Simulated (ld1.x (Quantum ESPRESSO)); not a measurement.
An all-electron radial function and its pseudo partner (cadmium)

Columns: radius, all-electron u(r) and pseudo u(r) of the 5p shell (level -14.43 eV) of cadmium in the configuration [Kr] 4d10 5s0 5p0; PBEsol, scalar-relativistic, TM scheme, ld1.x (Quantum ESPRESSO) 7.5.

```
r (bohr)  all-electron   pseudo
   0.138       -0.0075  -0.0028
   0.275       -0.1800  -0.0110
   0.413       -0.0095  -0.0250
   0.550        0.1927  -0.0448
   0.688        0.2890  -0.0710
   0.825        0.2760  -0.1036
   0.963        0.1914  -0.1432
   1.100        0.0730  -0.1894
   1.238       -0.0563  -0.2424
   1.375       -0.1802  -0.3003
   1.513       -0.2927  -0.3620
   1.650       -0.3888  -0.4238
   1.788       -0.4689  -0.4834
   1.925       -0.5322  -0.5365
   2.062       -0.5801  -0.5806
   2.200       -0.6146  -0.6142
   2.338       -0.6368  -0.6366
   2.475       -0.6484  -0.6483
   2.613       -0.6510  -0.6510
   2.750       -0.6463  -0.6463
   2.888       -0.6354  -0.6354
   3.025       -0.6196  -0.6196
   3.162       -0.5998  -0.5998
   3.300       -0.5768  -0.5768
   3.438       -0.5513  -0.5513
   3.575       -0.5245  -0.5245
```

(1) How many radial nodes do the two functions have?

(2) At about which radius was the pseudo-wave matched?

(3) Is the pseudo-wave norm-conserving?

Answers

(1) The all-electron 5p function has n − l − 1 = 3 (the table is too coarse to show those close to the nucleus); the pseudo-wave has 0, since the states of the same l below it are removed with the core.

(2) 2.75 bohr. The columns agree to 0.0005 from 2.20 bohr on; several derivatives are matched, so the curves merge somewhat inside the radius.

(3) Yes: the TM scheme keeps the norm inside the radius equal to the all-electron one, which fixes the energy derivative of the logarithmic derivative at the level.
